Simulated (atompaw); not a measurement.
## What one change does to a pseudopotential (palladium (Pd), PAW (atompaw))

atompaw 4.2.0.5 input, output lines left out:

```
Pd 46
GGA-PBE scalarrelativistic loggrid 1500 logderivrange -9 5 351
5 5 4 0 0 0
5 0 0
5 1 0
4 2 9
0 0 0
c
c
c
v
v
c
c
v
v
c
v
2
2.10 1.55 1.80 1.25
n
n
y
2.8
n
custom polynom vanderbiltortho besselshape
3 0.5 troulliermartins
1.75
2.10
1.70
2.10
2.10
2.10
```

Change: core [Kr], valence charge 10; reference 4d9 5s0 5p0; waves now 5s (bound): rc 2.55 bohr; 5s channel at -0.45 Ry: rc 2.55 bohr; 5p (bound): rc 2.55 bohr; 5p channel at -0.15 Ry: rc 2.55 bohr; 4d (bound): rc 2.55 bohr; 4d channel at -0.75 Ry: rc 2.55 bohr; local potential troulliermartins scheme with l = 3 at 0.5 Ry, radius 2.15 bohr; core correction smooth core density matched at 1.50 bohr; augmentation besselshape compensation charge, radius 2.30 bohr; PAW radius 2.55 bohr; waves and projectors: custom polynom vanderbiltortho.

Cutoffs: the cutoffs (Ry, on a coarse ladder) from which the occupation-weighted sum of valence levels, in a spherical-Bessel basis at the reference potential, stays within 10 and 1 mRy of its value at 400 Ry; they do not see the model core or the augmentation charge, which bear on the density cutoff.

Question: What does the change do?

Answer: The potential gets softer (40 Ry and 60 Ry → 21 Ry and 30 Ry); a bound ghost appears in p, s, which as a rule spoils a file. The shells moved into the core no longer need plane waves of their own. Several settings change at once here, so the effects cannot be laid on one of them.

```json
{"quantity": "cutoff, loose", "base": "40 Ry", "changed": "21 Ry"}
{"quantity": "cutoff, tight", "base": "60 Ry", "changed": "30 Ry"}
{"quantity": "bound ghosts", "base": "none", "changed": "s, p"}
{"quantity": "lowest overlap eigenvalue by channel", "base": "s 0.53, p 0.62, d 0.87", "changed": "s 0.10, p 0.51, d 0.92"}
```

 A true bound ghost makes a file unfit for plane-wave use even where its test errors are small: the radial tests pick states by their node count and pass the ghost by. The cutoffs see the waves, projectors and local potential, not the compensation charge or the core.
